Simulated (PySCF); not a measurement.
Isomers of C8H9Cl, mass 140.039 u with the commonest isotopes. The calculation used PBE0/pcSseg-1 in PySCF (dipole) on a GFN2-xTB geometry, gas phase. One conformer each, none proved a minimum here; rigid rotors.

**Question.** Order these by out-of-plane moment Σ m c² = (Ia + Ib − Ic)/2, largest first.
A. `[CH2:1]=[CH:2]/[CH:3]=[C:4]1\[CH2:5][CH2:6]\[C:7]1=[CH:8]\[Cl:9]` with C1–C2–C3–C4 180°
B. `[CH:1]#[C:2][C@@H:3]1[CH:4]=[CH:5][C@@H:6]([Cl:7])[CH2:8][CH2:9]1` with C2–C3–C4–C5 -104°, C4–C5–C6–Cl7 -106°, C5–C6–C8–C9 -46°, C6–C8–C9–C3 63°
C. `C1[C@@]2(C)C=C[C@@H]1C(Cl)=C2`

**Answer.** C (55.25 u·Å²), B (52.07 u·Å²), A (3.17 u·Å²).

**Question.** Order these by rotational constant A, largest first.
A. `[CH2:1]=[CH:2]/[CH:3]=[C:4]1\[CH2:5][CH2:6]\[C:7]1=[CH:8]\[Cl:9]` with C1–C2–C3–C4 180°
B. `C[C@@]12C=C[C@@H](C1)C(Cl)=C2`
C. `[CH:1]#[C:2][C@@H:3]1[CH:4]=[CH:5][C@@H:6]([Cl:7])[CH2:8][CH2:9]1` with C2–C3–C4–C5 -104°, C4–C5–C6–Cl7 -106°, C5–C6–C8–C9 -46°, C6–C8–C9–C3 63°

**Answer.** C (3393 MHz), B (2890 MHz), A (1697 MHz).

**Question.** Order these by radius of gyration √(Σ m r²/M), smallest first.
A. `C1=C[C@@]2(C)C=C([C@@H]1C2)Cl`
B. `[CH:1]#[C:2][C@@H:3]1[CH:4]=[CH:5][C@@H:6]([Cl:7])[CH2:8][CH2:9]1` with C2–C3–C4–C5 -104°, C4–C5–C6–Cl7 -106°, C5–C6–C8–C9 -46°, C6–C8–C9–C3 63°
C. `[CH2:1]=[CH:2]/[CH:3]=[C:4]1\[CH2:5][CH2:6]\[C:7]1=[CH:8]\[Cl:9]` with C1–C2–C3–C4 180°

**Answer.** A (2.067 Å), B (2.224 Å), C (2.430 Å).

```
                       SMILES  point group  Ia (u·Å²)  Ib (u·Å²)  Ic (u·Å²)      κ  μa (D)  μb (D)  μc (D)
C[C@@]12C=C[C@@H](C1)C(Cl)=C2           C1     174.90     478.68     543.07  -0.87    1.76    0.13    0.19
   C#C[C@@H]1C=C[C@@H](Cl)CC1           C1     148.93     596.03     640.81  -0.95    1.55    0.03    0.64
          C=C/C=C1\CC\C1=C\Cl           Cs     297.72     532.31     823.70  -0.38    0.49    1.82    0.00
```
